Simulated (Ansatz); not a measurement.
Calculated with Ansatz (gas phase, PBE0-D4/def2-TZVP geometries, no zero-point term in ΔE). CBS: MP2 limit from def2 TZ/QZ plus the TZ coupled-cluster correction, frozen cores. DFT in def2-TZVPP. B3LYP here is the variant with VWN-RPA as its local correlation; programs differ in this. HSE06 is defined as in plane-wave codes. Elements past krypton have def2 core potentials. For Sn outer-core shells are correlated without core-valence functions, which leaves a few kJ/mol of doubt a bond. Each species was taken in one conformer, which may not be the lowest.

Reaction (redistribution): `O[SiH](S)[SnH3]` + `BO[SiH2][SiH2]O` → `BO[SiH](O)S` + `O[SiH2][SiH2][SnH3]`

```tsv
level	ΔE (kcal/mol)	difference from CCSD(T)/CBS
PBE-D4	-11.3	0.7
revPBE-D4	-11.3	0.7
BLYP-D4	-10.3	1.7
r2SCAN-D4	-12.4	-0.4
B97M-V	-12.8	-0.8
B3LYP-D4	-11.0	1.0
r2SCANh-D4	-12.6	-0.6
r2SCAN0-D4	-12.8	-0.8
HSE06-D4	-11.9	0.1
BHLYP-D4	-11.5	0.5
ωB97X-V	-11.3	0.7
ωB97M-V	-11.9	0.1
B2PLYP	-11.0	1.0
PBE-QIDH	-12.3	-0.3
PBE	-10.8	1.2
revPBE	-10.0	2.0
BLYP	-9.3	2.7
r2SCAN	-12.3	-0.3
PBE0	-11.6	0.4
B3LYP	-10.2	1.8
r2SCANh	-12.5	-0.5
r2SCAN0	-12.7	-0.7
HSE06	-11.6	0.4
BHLYP	-10.9	1.1
CAM-B3LYP	-10.7	1.3
RPA@PBE/def2-TZVPP	-11.4	0.6
HF/def2-SVP	-11.3	0.7
MP2/def2-SVP	-13.1	-1.1
CCSD/def2-SVP	-12.8	-0.8
CCSD(T)/def2-SVP	-12.9	-0.9
HF/def2-TZVPP	-10.6	1.4
SCS-MP2/def2-TZVPP	-11.3	0.7
CCSD/def2-TZVPP	-12.0	0.0
CCSD(T)/def2-TZVPP	-12.3	-0.3
HF/def2-QZVPP	-10.6	1.4
MP2/def2-QZVPP	-12.1	-0.1
SCS-MP2/def2-QZVPP	-11.2	0.8
HF/CBS(def2)	-10.6	1.4
MP2/CBS(def2)	-12.0	0.0
CCSD/CBS(def2)	-11.8	0.2
CCSD(T)/CBS	-12.0	0
```

Q: What do rigid-rotor, harmonic-oscillator terms from PBE0-D4/def2-TZVP frequencies (298.15 K, 1 bar) make of the CCSD(T)/CBS value? (Best estimate.)

A: Computed: ΔZPE = +0.2 kcal/mol, ΔH = -12.0 kcal/mol, ΔS = -5 J/(mol·K), ΔG = -11.7 kcal/mol. Modes under 50 cm⁻¹ make the entropy rough.

Largest T1 diagnostic among the species: 0.013.

In def2-TZVPP, CCSD(T) changes the Hartree–Fock value by −1.6 kcal/mol (the triples alone add −0.3 kcal/mol) and MP2 by −1.6 kcal/mol. From BLYP to BHLYP (50 % exact exchange), in def2-TZVPP and without D4, ΔE moves by −1.6 kcal/mol. The D4 term adds −0.8 kcal/mol with B3LYP and −0.4 kcal/mol with PBE0; it sums over pairs of atoms, weighted by their polarisabilities, and B3LYP, whose exchange is more repulsive, gets the larger term.

CCSD(T)/CBS has its own doubt, a few kJ/mol and more with outer-core shells, so smaller differences from it don't rank the levels.
